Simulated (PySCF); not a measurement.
Excitations are Tamm–Dancoff values on a coarser integration grid. The basis has no diffuse functions, so Rydberg states are missing or too high.

Cartesian coordinates (Å):
```xyz
5

F     -0.5896    -0.5947     1.0880
C     -0.1146    -0.0045    -0.0041
F     -0.5081    -0.6957    -1.0691
F     -0.6192     1.2228    -0.0807
Br     1.8315     0.0722     0.0659
```
Charge 0, spin multiplicity 1.

Q: Give the S1–T1 gap (TDA), total energy, LUMO, HOMO–LUMO gap, brightest of the four lowest singlets (TDA), S1 excitation (TDA), dipole moment and HOMO at the level PBE-D3(BJ)/def2-TZVP // B3LYP-D3(BJ)/def2-TZVP in PySCF.

A: 
| Item | Result |
|---|---|
| S1–T1 gap (TDA) | 0.84 eV |
| total energy | -2911.2389 Ha |
| LUMO | -2.07 eV |
| HOMO–LUMO gap | 5.69 eV |
| brightest of the four lowest singlets (TDA) | 8.83 eV |
| S1 excitation (TDA) | 6.14 eV |
| dipole moment | 0.25 D |
| HOMO | -7.76 eV |
